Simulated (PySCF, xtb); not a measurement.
B(H)(OEt)(NH2) (C2H8BNO), SMILES B(OCC)N. One conformer was computed; it need not be the lowest.

Harmonic wavenumbers (cm⁻¹) from GFN2-xTB in xtb at its own minimum, in rising order: 54, 122, 189, 273, 384, 434, 469, 551, 783, 816, 830, 940, 1029, 1076, 1096, 1152, 1201, 1272, 1334, 1355, 1396, 1478, 1481, 1497, 1525, 2534, 2882, 2917, 3039, 3041, 3046, 3518, 3568.

Question: What does PBE-D3(BJ)/def2-SVP run with PySCF 2.14.0 give at its own minimum? (An estimate is asked for; the answer gives what the named calculation found.)

Answer: 48, 119, 213, 302, 389, 392, 464, 584, 777, 791, 887, 909, 1021, 1074, 1103, 1128, 1207, 1278, 1323, 1352, 1405, 1408, 1422, 1446, 1544, 2505, 2941, 2972, 2994, 3066, 3070, 3530, 3648. Paired by order, the mean absolute difference is 26 cm⁻¹ and the zero-point energies are 67.6 and 67.6 kcal/mol.
